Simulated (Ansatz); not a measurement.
Species: sum formula MoOCl, charge 0, multiplicity 4. The spin state was set by rule; other spins were not relaxed. 
Coordinates optimised at B3LYP-D3(BJ)/def2-TZVP (Ansatz, a quantum-chemistry and plane-wave program):
```
Mo
O 1 1.6780
Cl 1 2.2974 2 137.08
```
Charge 0, spin multiplicity 4.

Basis-set convergence of Hartree-Fock and CCSD correlation energies (hartree) with Ansatz. Cores are frozen in the correlated levels unless marked. Open shells are spin-unrestricted. No spin-orbit coupling. Frozen are the shells of the preceding noble gas and the d and f shells that filled before the atom's block. Past Kr the def2 sets carry scalar-relativistic core potentials.

The UHF reference is spin-contaminated (<S^2> 0.35 over the pure value in the largest basis). The T1 diagnostic of CCSD in the largest basis is 0.050, which is high, so the coupled-cluster rows are less sure than usual.

```json
[
 {"basis": "def2-SVPD", "functions": "84", "E(HF)": "-601.75343", "E(corr, CCSD)": "-0.48424"},
 {"basis": "def2-TZVPPD", "functions": "147", "E(HF)": "?", "E(corr, CCSD)": "?"}
]
```

Some entries are withheld; supply them.


- def2-TZVPPD, E(HF): -602.02091
- def2-TZVPPD, E(corr, CCSD): -0.59929
